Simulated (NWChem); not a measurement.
Everything below was run with NWChem. System: SSn, charge 0, spin multiplicity 1, at a geometry optimised with PBE0/def2-SVP with def2 effective core potentials on Sn. The structure started from a generated list of species. Level: BLYP/def2-TZVP with def2 effective core potentials on Sn.

Part of the output:

```
             Northwest Computational Chemistry Package (NWChem) 7.3.0
             --------------------------------------------------------

                                NWChem Input Module
                                -------------------

 Scaling coordinates for geometry "geometry" by  1.889725989
 (inverse scale =  0.529177249)

 Turning off AUTOSYM since
 SYMMETRY directive was detected!

                             Geometry "geometry" -> ""
                             -------------------------

 Output coordinates in angstroms (scale by  1.889725989 to convert to a.u.)

  No.       Tag          Charge          X              Y              Z
 ---- ---------------- ---------- -------------- -------------- --------------
    1 Sn                  50.0000     0.00000000     0.00000000     0.53880000
    2 S                   16.0000     0.00000000     0.00000000    -1.68375000

 Effective nuclear repulsion energy (a.u.)     190.4757144720

            Nuclear Dipole moment (a.u.)
            ----------------------------
        X                 Y               Z
 ---------------- ---------------- ----------------
     0.0000000000     0.0000000000    -0.0000000000

      Symmetry information
      --------------------

 Group name             C2v
 Group number             16
 Group order               4
 No. of unique centers     2

      Symmetry unique atoms

     1    2


 Summary of "ao basis" -> "" (spherical)
 ------------------------------------------------------------------------------
       Tag                 Description            Shells   Functions and Types
 ---------------- ------------------------------  ------  ---------------------
 *                         def2-tzvp                  on all atoms

                                 NWChem DFT Module
                                 -----------------

 Summary of "ao basis" -> "ao basis" (spherical)
 ------------------------------------------------------------------------------
       Tag                 Description            Shells   Functions and Types
 ---------------- ------------------------------  ------  ---------------------
 Sn                        def2-tzvp                16       50   6s5p3d2f
 S                         def2-tzvp                13       37   5s5p2d1f

 Summary of "ao basis" -> "ao basis" (spherical)
 ------------------------------------------------------------------------------
       Tag                 Description            Shells   Functions and Types
 ---------------- ------------------------------  ------  ---------------------
 Sn                        def2-tzvp                16       50   6s5p3d2f
 S                         def2-tzvp                13       37   5s5p2d1f

      Symmetry analysis of basis
      --------------------------

        a1         37
        a2          8
        b1         21
        b2         21

            General Information
            -------------------
          SCF calculation type: DFT
          Wavefunction type:  closed shell.
          No. of atoms     :     2
          No. of electrons :    38
           Alpha electrons :    19
            Beta electrons :    19
          Charge           :     0
          Spin multiplicity:     1
          Use of symmetry is: on ; symmetry adaption is: on
          Maximum number of iterations: 100
          AO basis - number of functions:    87
                     number of shells:    29
          Convergence on energy requested:  1.00D-06
          Convergence on density requested:  1.00D-05
          Convergence on gradient requested:  5.00D-04

              XC Information
              --------------
                    Becke 1988 Exchange Functional  1.000
              Lee-Yang-Parr Correlation Functional  1.000

             Grid Information
             ----------------
          Grid used for XC integration:  medium
          Radial quadrature: Mura-Knowles
          Angular quadrature: Lebedev.
          Tag              B.-S. Rad. Rad. Pts. Rad. Cut. Ang. Pts.
          ---              ---------- --------- --------- ---------
          Sn                  1.45      123           9.0       590
          S                   1.00       88          10.0       590
[...]
 !! scf_movecs_sym_adapt:   42 vectors were symmetry contaminated

  Symmetry fudging

 !! scf_movecs_sym_adapt:   40 vectors were symmetry contaminated

 d= 0,ls=0.0,diis     4   -612.4985429515 -4.70D-02  4.10D-03  5.40D-02     1.6

 !! scf_movecs_sym_adapt:   42 vectors were symmetry contaminated

  Symmetry fudging

 !! scf_movecs_sym_adapt:   42 vectors were symmetry contaminated

 d= 0,ls=0.0,diis     5   -612.5050802735 -6.54D-03  1.37D-03  3.76D-02     1.6

 !! scf_movecs_sym_adapt:   42 vectors were symmetry contaminated

  Symmetry fudging

 !! scf_movecs_sym_adapt:   42 vectors were symmetry contaminated

  Resetting Diis
 d= 0,ls=0.0,diis     6   -612.5115447062 -6.46D-03  3.40D-04  2.09D-03     1.7

 !! scf_movecs_sym_adapt:   46 vectors were symmetry contaminated

  Symmetry fudging

 !! scf_movecs_sym_adapt:   42 vectors were symmetry contaminated

 d= 0,ls=0.0,diis     7   -612.5119268006 -3.82D-04  7.02D-04  2.12D-04     1.7

 !! scf_movecs_sym_adapt:   42 vectors were symmetry contaminated

  Symmetry fudging

 !! scf_movecs_sym_adapt:   42 vectors were symmetry contaminated

 d= 0,ls=0.0,diis     8   -612.5110525009  8.74D-04  5.40D-04  4.76D-03     1.8

 !! scf_movecs_sym_adapt:   42 vectors were symmetry contaminated

  Symmetry fudging

 !! scf_movecs_sym_adapt:   42 vectors were symmetry contaminated

 d= 0,ls=0.0,diis     9   -612.5119692354 -9.17D-04  3.14D-05  7.09D-06     1.9

 !! scf_movecs_sym_adapt:   42 vectors were symmetry contaminated

  Symmetry fudging

 !! scf_movecs_sym_adapt:   42 vectors were symmetry contaminated

 d= 0,ls=0.0,diis    10   -612.5119701378 -9.02D-07  6.62D-06  3.30D-07     1.9

         Total DFT energy =     -612.511970137808
      One electron energy =    -1093.932955457705
           Coulomb energy =      441.290340065749
    Exchange-Corr. energy =      -43.678669113534
 Nuclear repulsion energy =       83.809314367683

 Numeric. integr. density =       37.999999823117

     Total iterative time =      1.4s

                  Occupations of the irreducible representations
                  ----------------------------------------------

                     irrep           alpha         beta
                     --------     --------     --------
                     a1               10.0         10.0
                     a2                1.0          1.0
                     b1                4.0          4.0
                     b2                4.0          4.0

                       DFT Final Molecular Orbital Analysis
                       ------------------------------------

 Vector   17  Occ=2.000000D+00  E=-2.291180D-01  Symmetry=a1
              MO Center=  1.3D-18, -1.1D-17, -4.9D-01, r^2= 3.9D+00
   Bfn.  Coefficient  Atom+Function         Bfn.  Coefficient  Atom+Function
  ----- ------------  ---------------      ----- ------------  ---------------
     6      0.422971  1 Sn s                 67     -0.407233  2 S  pz
    70     -0.314531  2 S  pz                12     -0.265986  1 Sn pz
    15      0.262017  1 Sn pz                64     -0.192350  2 S  pz
     5      0.186528  1 Sn s                 18      0.179203  1 Sn pz
     2      0.173777  1 Sn s                 58      0.159901  2 S  pz

 Vector   18  Occ=2.000000D+00  E=-2.249810D-01  Symmetry=b1
              MO Center= -2.6D-16,  3.5D-18, -1.2D+00, r^2= 2.4D+00
   Bfn.  Coefficient  Atom+Function         Bfn.  Coefficient  Atom+Function
  ----- ------------  ---------------      ----- ------------  ---------------
    65      0.440777  2 S  px                68      0.305152  2 S  px
    62      0.209392  2 S  px                16      0.196716  1 Sn px
    10     -0.174984  1 Sn px                56     -0.174296  2 S  px
    13      0.167118  1 Sn px                19      0.092732  1 Sn px
    59     -0.075990  2 S  px                25     -0.065198  1 Sn d  1

 Vector   19  Occ=2.000000D+00  E=-2.249810D-01  Symmetry=b2
              MO Center=  1.3D-18,  2.3D-16, -1.2D+00, r^2= 2.4D+00
   Bfn.  Coefficient  Atom+Function         Bfn.  Coefficient  Atom+Function
  ----- ------------  ---------------      ----- ------------  ---------------
    66      0.440777  2 S  py                69      0.305152  2 S  py
    63      0.209392  2 S  py                17      0.196716  1 Sn py
    11     -0.174984  1 Sn py                57     -0.174296  2 S  py
    14      0.167118  1 Sn py                20      0.092732  1 Sn py
    60     -0.075990  2 S  py                23      0.065198  1 Sn d -1

 Vector   20  Occ=0.000000D+00  E=-1.128431D-01  Symmetry=b1
              MO Center=  7.7D-17, -1.1D-19,  1.9D-01, r^2= 4.1D+00
   Bfn.  Coefficient  Atom+Function         Bfn.  Coefficient  Atom+Function
  ----- ------------  ---------------      ----- ------------  ---------------
    16      0.496814  1 Sn px                19      0.330475  1 Sn px
    10     -0.323833  1 Sn px                13      0.307736  1 Sn px
    68     -0.304346  2 S  px                65     -0.251732  2 S  px
    62     -0.138437  2 S  px                56      0.104218  2 S  px
    35     -0.051512  1 Sn d  1              59      0.047055  2 S  px

 Vector   21  Occ=0.000000D+00  E=-1.128431D-01  Symmetry=b2
              MO Center= -3.8D-20, -2.8D-18,  1.9D-01, r^2= 4.1D+00
   Bfn.  Coefficient  Atom+Function         Bfn.  Coefficient  Atom+Function
  ----- ------------  ---------------      ----- ------------  ---------------
    17      0.496814  1 Sn py                20      0.330475  1 Sn py
    11     -0.323833  1 Sn py                14      0.307736  1 Sn py
    69     -0.304346  2 S  py                66     -0.251732  2 S  py
    63     -0.138437  2 S  py                57      0.104218  2 S  py
    33      0.051512  1 Sn d -1              60      0.047055  2 S  py

 Vector   22  Occ=0.000000D+00  E=-9.528726D-03  Symmetry=a1
              MO Center=  3.9D-15,  8.7D-16,  5.4D-01, r^2= 7.1D+00
   Bfn.  Coefficient  Atom+Function         Bfn.  Coefficient  Atom+Function
  ----- ------------  ---------------      ----- ------------  ---------------
    21      0.915288  1 Sn pz                55      0.526741  2 S  s
    70      0.333452  2 S  pz                 6     -0.311650  1 Sn s
     5     -0.275596  1 Sn s                 67      0.205381  2 S  pz
    54      0.195191  2 S  s                 18      0.175296  1 Sn pz
    15      0.174019  1 Sn pz                34      0.164905  1 Sn d  0

 center of mass
 --------------
 x =   0.00000000 y =   0.00000000 z =   0.12221077

 moments of inertia (a.u.)
 ------------------
         443.676085356715           0.000000000000           0.000000000000
           0.000000000000         443.676085356715           0.000000000000
           0.000000000000           0.000000000000           0.000000000000

     Multipole analysis of the density
     ---------------------------------

     L   x y z        total         alpha         beta         nuclear
     -   - - -        -----         -----         ----         -------
     0   0 0 0      0.000000    -19.000000    -19.000000     38.000000

     1   1 0 0     -0.000000     -0.000000     -0.000000      0.000000
     1   0 1 0     -0.000000     -0.000000     -0.000000      0.000000
     1   0 0 1      1.229170     14.869166     14.869166    -28.509162

     2   2 0 0    -27.113025    -13.556512    -13.556512      0.000000
     2   1 1 0     -0.000000     -0.000000     -0.000000      0.000000
     2   1 0 1      0.000000      0.000000      0.000000      0.000000
     2   0 2 0    -27.113025    -13.556512    -13.556512      0.000000
     2   0 1 1      0.000000      0.000000      0.000000      0.000000
     2   0 0 2    -30.869852   -107.830760   -107.830760    184.791667

 Task  times  cpu:        1.9s     wall:        1.9s

 Total times  cpu:        1.9s     wall:        1.9s
```

### Question
Write an NWChem input that would produce this output.

### Answer
Several could match; the one computed here: 
```
start mol
memory heap 200 mb stack 900 mb global 1100 mb
geometry units angstroms nocenter noautoz
  Sn     0.000000     0.000000     0.538800
  S      0.000000     0.000000    -1.683750
  symmetry group C2v
end
basis spherical
  * library def2-tzvp
end
ecp
  Sn library def2-ecp
end
dft
  xc becke88 lyp
  semidirect memsize 60000000 filesize 0
  iterations 100
end
task dft energy
```
